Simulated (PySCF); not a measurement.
Species: C₈H₈O.
Atom-mapped SMILES: `[O:1]=[CH:2][CH2:3][c:4]1[cH:5][cH:6][cH:7][cH:8][cH:9]1` (hydrogens: H10 on C2; H11, H12 on C3; H13 on C5; H14 on C6; H15 on C7; H16 on C8; H17 on C9)

The same species was optimised twice, with GFN2-xTB and with PBE0-D3(BJ)/def2-SVP (PySCF), and the same property calculations (PySCF, gas phase) were run on both structures.

| coordinate | GFN2-xTB | PBE0-D3(BJ)/def2-SVP | change |
| --- | --- | --- | --- |
| C4–C9 (Å) | 1.388 | 1.401 | +0.013 |
| C5–C6 (Å) | 1.384 | 1.394 | +0.010 |
| C7–C8 (Å) | 1.385 | 1.395 | +0.010 |
| C4–C5 (Å) | 1.389 | 1.398 | +0.009 |
| C6–C7 (Å) | 1.384 | 1.393 | +0.009 |
| C8–C9 (Å) | 1.384 | 1.392 | +0.008 |
| C2–C3 (Å) | 1.506 | 1.512 | +0.006 |
| O1=C2 (Å) | 1.197 | 1.200 | +0.003 |
| C3–C4 (Å) | 1.506 | 1.506 | 0.000 |
| C2–C3–C4 (°) | 108.3 | 110.6 | +2.3 |
| O1–C2–C3 (°) | 125.4 | 124.6 | -0.8 |
| C3–C4–C5 (°) | 120.6 | 121.4 | +0.8 |
| C5–C4–C9 (°) | 119.2 | 118.7 | -0.5 |
| C3–C4–C9 (°) | 120.2 | 119.9 | -0.3 |
| C4–C9–C8 (°) | 120.4 | 120.7 | +0.3 |
| C4–C5–C6 (°) | 120.4 | 120.7 | +0.3 |
| C6–C7–C8 (°) | 119.7 | 119.6 | -0.1 |
| O1–C2–C3–C4 (°) | -122 | -125 | -3 |
| C2–C3–C4–C5 (°) | -85 | -99 | -14 |

Rotational constants: A = 4019, B = 1002, C = 888.6 MHz (GFN2-xTB) against A = 4092, B = 980.6, C = 857.4 MHz (PBE0-D3(BJ)/def2-SVP). Point groups within 0.08 Å: C1 and C1.

On the GFN2-xTB structure: HOMO (eV) -7.14 [PBE0/pcSseg-1]; LUMO (eV) -0.92 [PBE0/pcSseg-1]; dipole (D) 2.77 [PBE0/pcSseg-1]; GIAO shielding of O1 (ppm) -352.0 [PBE0/pcSseg-1]; GIAO shielding of C2 (ppm) -14.7 [PBE0/pcSseg-1]; GIAO shielding of C3 (ppm) 129.9 [PBE0/pcSseg-1]; GIAO shielding of C4 (ppm) 50.0 [PBE0/pcSseg-1]; GIAO shielding of C5/C9 (mean) (ppm) 51.4 [PBE0/pcSseg-1]; GIAO shielding of C6/C8 (mean) (ppm) 51.8 [PBE0/pcSseg-1]; GIAO shielding of C7 (ppm) 54.0 [PBE0/pcSseg-1].

**Question.** What do these properties become on the PBE0-D3(BJ)/def2-SVP structure?

**Answer.** 
| property | level | on GFN2-xTB | on PBE0-D3(BJ)/def2-SVP | change |
| --- | --- | --- | --- | --- |
| HOMO (eV) | PBE0/pcSseg-1 | -7.14 | -7.16 | -0.02 |
| LUMO (eV) | PBE0/pcSseg-1 | -0.92 | -0.97 | -0.05 |
| dipole (D) | PBE0/pcSseg-1 | 2.77 | 2.77 | 0.00 |
| energy, GFN2-xTB geometry as zero (kcal/mol) | PBE0/pcSseg-1 | 0.0 | -0.5 | -0.5 |
| GIAO shielding of O1 (ppm) | PBE0/pcSseg-1 | -352.0 | -362.5 | -10.5 |
| GIAO shielding of C2 (ppm) | PBE0/pcSseg-1 | -14.7 | -16.1 | -1.4 |
| GIAO shielding of C3 (ppm) | PBE0/pcSseg-1 | 129.9 | 128.9 | -1.0 |
| GIAO shielding of C4 (ppm) | PBE0/pcSseg-1 | 50.0 | 47.6 | -2.4 |
| GIAO shielding of C5/C9 (mean) (ppm) | PBE0/pcSseg-1 | 51.4 | 48.4 | -3.0 |
| GIAO shielding of C6/C8 (mean) (ppm) | PBE0/pcSseg-1 | 51.8 | 49.5 | -2.3 |
| GIAO shielding of C7 (ppm) | PBE0/pcSseg-1 | 54.0 | 51.1 | -2.9 |

The heavy atoms differ by 0.127 Å rms after alignment. Among bonds between heavy atoms C4–C9 changes most (+0.013 Å). Changes are differences of the printed values. Neither structure is proved a minimum here.

Conformer computed: `[O:1]=[CH:2][CH2:3][c:4]1[cH:5][cH:6][cH:7][cH:8][cH:9]1`: O1–C2–C3–C4 -125°, C2–C3–C4–C5 -99°.
